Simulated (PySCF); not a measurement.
Structure with atom numbers: `[CH3:1][O:2][B:3]([F:4])[PH2:5]`. Hydrogens are named by the atom that carries them.

Geometry: PBE0-D3(BJ)/def2-SVP; GIAO shifts from PySCF 2.14.0 with density-fitted response routines, gas phase, non-relativistic, averaged over equivalent atoms.

At PBE0/pcSseg-0 (59 basis functions, 7.7 s wall time on 1 thread of an Arm Neoverse N1, shared host):
| atoms | δ (ppm) |
| --- | --- |
| C1 | 54.1 |
| O2 | 126.8 |
| B3 | 36.0 |
| F4 | -55.5 |
| P5 | -344.2 |
| H(C1) | 4.16 |
| H(P5) | 1.78 |

References, each an isolated molecule treated in the same way: 13C (σ = 193.52 ppm), 1H (σ = 32.83 ppm) vs TMS; 17O (σ = 337.86 ppm) against H2O; 11B (σ = 104.89 ppm) vs BF3·OEt2; 19F (σ = 178.37 ppm) vs CFCl3; 31P (σ = 281.41 ppm) vs H3PO4.

**Question.** What do these become at B97-D/pcSseg-2?

**Answer.** 
```tsv
atoms	δ at B97-D/pcSseg-2	change
C1	53.0	-1.1
O2	125.9	-0.9
B3	31.4	-4.6
F4	-85.8	-30.3
P5	-261.8	+82.4
H(C1)	3.84	-0.32
H(P5)	1.88	+0.10
```

δ = σ(ref) − σ, references computed at the same level: 13C (σ = 179.03 ppm), 1H (σ = 31.40 ppm) against TMS; 17O (σ = 325.20 ppm) vs H2O; 11B (σ = 96.36 ppm) against BF3·OEt2; 19F (σ = 154.18 ppm) against CFCl3; H3PO4 for 31P (σ = 294.57 ppm).

The largest change is at P5 (phosphorus bonded to B, 2 H). Cost: 257 basis functions, 35 s wall time on 1 thread of an Arm Neoverse V1, shared host.

Unscaled 19F shifts against computed CFCl3 carry errors that often reach 10 to 50 ppm. Experimental scales use liquid or dissolved standards, which lie at an offset from isolated H2O (liquid H2O: subtract about 36 ppm) and H3PO4.
